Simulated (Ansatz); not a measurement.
`[SiH3]CCS` + `NB(O)F` → `OB(F)N[SiH3]` + `CCS`  (ligand exchange at the Si–C bond)

Program: Ansatz. Geometries: PBE0-D4/def2-TZVP. ΔE: electronic, gas phase. CCSD(T)/CBS adds triple-zeta CCSD(T) − MP2 to the extrapolated MP2 energy (def2 sets, frozen cores). Functionals use def2-TZVPP. Each species was taken in one conformer, which may not be the lowest.

`[SiH3]CCS`:

```xyz
12

Si    1.047    0.193    1.433
C     0.334   -0.429   -0.194
C    -0.795    0.441   -0.719
S    -1.450   -0.062   -2.336
H    -0.010    0.230    2.481
H     2.145   -0.698    1.892
H     1.583    1.571    1.264
H     1.138   -0.485   -0.934
H    -0.019   -1.455   -0.045
H    -1.621    0.495   -0.006
H    -0.454    1.466   -0.882
H    -1.898   -1.268   -1.955
```

`NB(O)F`:

Z-matrix (Å, degrees):
```
N
B 1 1.406
H 1 1.004 2 121.1
H 1 1.003 2 124.7 3 180.0
O 2 1.363 1 125.7 3 -180.0
F 2 1.337 1 118.3 3 0.0
H 5 0.957 2 114.6 1 0.0
```

`OB(F)N[SiH3]`:

Cartesian coordinates in Å:
```
O -0.052 0.336 1.806
B 0.753 0.720 0.777
F 1.791 1.540 1.013
N 0.492 0.256 -0.528
Si -0.804 -0.803 -0.998
H 0.210 0.706 2.652
H 1.121 0.573 -1.248
H -2.130 -0.203 -0.707
H -0.715 -2.113 -0.305
H -0.667 -1.011 -2.463
```

`CCS`:

Cartesian coordinates in Å:
```
C 0.243 -0.835 -0.413
C -0.444 0.493 -0.176
S 0.481 1.625 0.896
H 1.239 -0.690 -0.834
H -0.340 -1.452 -1.104
H 0.353 -1.392 0.520
H -0.554 1.045 -1.112
H -1.448 0.357 0.231
H 0.469 0.850 1.993
```

| level | ΔE (kJ/mol) |
| --- | --- |
| B97M-V | -65.9 |
| HF/def2-SVP | -76.8 |

**Question.** What does CCSD(T)/CBS give? (Best estimate.)

**Answer.** Computed: -64.6 kJ/mol. The listed levels differ from it by -1.3, -12.2 kJ/mol.

Largest T1 diagnostic among the species: 0.012.

At CCSD(T), def2-SVP lies −3.1 kJ/mol from the extrapolated value and def2-TZVPP −0.7 kJ/mol. From BLYP to BHLYP (50 % exact exchange), in def2-TZVPP and without D4, ΔE moves by −7.1 kJ/mol.

CCSD(T)/CBS has its own doubt, a few kJ/mol and more with outer-core shells, so smaller differences from it don't rank the levels.
